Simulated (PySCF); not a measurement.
## Multinuclear NMR of C7H8FN

Molfile (atoms numbered from 1):
```
C7H8FN
     RDKit          3D

 17 17  0  0  0  0  0  0  0  0999 V2000
    2.7114    0.0618    0.1516 N   0  0  0  0  0  0  0  0  0  0  0  0
    1.6548   -0.0056   -0.8510 C   0  0  0  0  0  0  0  0  0  0  0  0
    0.2687   -0.0118   -0.2509 C   0  0  0  0  0  0  0  0  0  0  0  0
   -0.3900    1.1835    0.0146 C   0  0  0  0  0  0  0  0  0  0  0  0
   -1.6281    1.1919    0.6309 C   0  0  0  0  0  0  0  0  0  0  0  0
   -2.2007   -0.0162    0.9836 C   0  0  0  0  0  0  0  0  0  0  0  0
   -3.4125   -0.0190    1.5801 F   0  0  0  0  0  0  0  0  0  0  0  0
   -1.5694   -1.2218    0.7398 C   0  0  0  0  0  0  0  0  0  0  0  0
   -0.3317   -1.2089    0.1227 C   0  0  0  0  0  0  0  0  0  0  0  0
    2.6455   -0.7317    0.7811 H   0  0  0  0  0  0  0  0  0  0  0  0
    2.6085    0.9032    0.7098 H   0  0  0  0  0  0  0  0  0  0  0  0
    1.8166   -0.9147   -1.4357 H   0  0  0  0  0  0  0  0  0  0  0  0
    1.7758    0.8567   -1.5116 H   0  0  0  0  0  0  0  0  0  0  0  0
    0.0680    2.1203   -0.2691 H   0  0  0  0  0  0  0  0  0  0  0  0
   -2.1497    2.1135    0.8359 H   0  0  0  0  0  0  0  0  0  0  0  0
   -2.0460   -2.1453    1.0283 H   0  0  0  0  0  0  0  0  0  0  0  0
    0.1719   -2.1439   -0.0765 H   0  0  0  0  0  0  0  0  0  0  0  0
  1  2  1  0
  2  3  1  0
  3  4  1  0
  4  5  2  0
  5  6  1  0
  6  7  1  0
  6  8  2  0
  8  9  1  0
  9  3  2  0
  1 10  1  0
  1 11  1  0
  2 12  1  0
  2 13  1  0
  4 14  1  0
  5 15  1  0
  8 16  1  0
  9 17  1  0
M  END
```

PySCF 2.14.0 with density-fitted response routines calculation with geometry from GFN2-xTB and GIAO PBE0/pcSseg-1 shieldings; one averaged value for each set of equivalent atoms, one computed conformer, in vacuum, no relativistic terms.

**Question.** Predict the 19F NMR data.

**Answer.** 
```json
{"atoms": "F7", "environment": "aryl fluorine", "σ (ppm)": "290.1", "δ (ppm)": "-115.7"}
```

Shieldings were converted by a linear fit to measured shifts: 19F (scatter 6.0 ppm rms, 7.0 ppm with the 5 outliers that the fit left out vs CFCl3, solution or neat liquid, with a term for F on sp3 carbon). A few per cent of atoms miss by over 2 rms, more outside the fitted compound classes.

On a 300 MHz spectrometer 19F resonates near 282.3 MHz, so 1 ppm is 282.3 Hz.

**Question.** Where does 15N resonate?

**Answer.** 
```
atoms     environment  σ (ppm)  δ (ppm)
   N1  amine nitrogen    204.9   -336.9
```

Shieldings were converted by a linear fit to measured shifts: 15N: δ = -148.07 − 0.921σ (rms 6.3 ppm, 71 shifts vs CH3NO2, solution or neat liquid). A few per cent of atoms miss by over 2 rms, more outside the fitted compound classes.

On a 400 MHz spectrometer 15N resonates near 40.5 MHz, so 1 ppm is 40.5 Hz.
